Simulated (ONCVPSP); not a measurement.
**S, ONCV: configuration errors across variants**

sulfur (S), optimised norm-conserving Vanderbilt (ONCV), made with ONCVPSP 4.0.1 (PBE, scalar-relativistic). Core [He], reference 2s2 2p6 3s1 3p5. Waves: 2s+3s: rc 0.80 bohr, ncon 5, nbas 9, qcut 15.1 1/bohr, 2 projectors; 2p+3p: rc 0.65 bohr, ncon 4, nbas 8, qcut 27 1/bohr, 2 projectors; d scattering state at 0.23 Ha: rc 0.80 bohr, ncon 4, nbas 8, qcut 13.2 1/bohr, 2 projectors, debl 1.5 Ha. Local part: polynomial inside 0.65 bohr (lpopt 5, dvloc0 2 Ha). Core correction: Teter function, fcfact 2.75, rcfact 1.4.

All-electron excitation energies from the reference (eV): (1) 2s2 2p6 3s2 3p4 -10.311; (2) 2s2 2p6 3s2 3p3 1.458; (3) 2s2 2p6 3s2 3p2 23.742; (4) 2s2 2p6 3s1 3p4 12.337.

4 further variants failed, have other tests or another functional or relativity, and are left out.

Errors AE − PS in meV (a dash: test not solved or not reliable):

| change | (1) | (2) | (3) | (4) | bound ghosts | GHOST(+) flags above zero |
| --- | --- | --- | --- | --- | --- | --- |
| base | +0.9 | +2.9 | +6.8 | +0.9 | none | none |
| all radii but the core radius scaled by about 1.28 (s 1.02, p 0.84, d 1.02 bohr); local potential polynomial inside 0.84 bohr (lpopt 5, dvloc0 2 Ha) | +0.7 | +2.6 | +7.0 | +0.5 | none | none |
| local potential polynomial inside 0.45 bohr (lpopt 4, dvloc0 0 Ha) | +0.7 | +2.6 | +6.4 | +0.9 | none | none |
| core correction none | +1.3 | +3.3 | +7.4 | +0.9 | none | none |
| s: qcut 14.5 | +0.9 | +2.9 | +6.9 | +0.9 | none | none |
| core correction Teter function, fcfact 6.2, rcfact 1.4 | +0.9 | +2.8 | +6.7 | +0.9 | none | none |
| s: qcut 13.4; p: qcut 24; d: qcut 11.7 | +0.8 | +2.9 | +7.2 | +0.9 | none | none |
| d: rc 0.6; local potential polynomial inside 0.60 bohr (lpopt 5, dvloc0 2 Ha) | +4.3 | +6.1 | +9.7 | +0.9 | none | d |

Task: Give the same row for: p: rc 0.76.

Result: +0.7, +2.5, +6.3, +0.7; bound ghosts: none; GHOST(+) flags above zero: none.
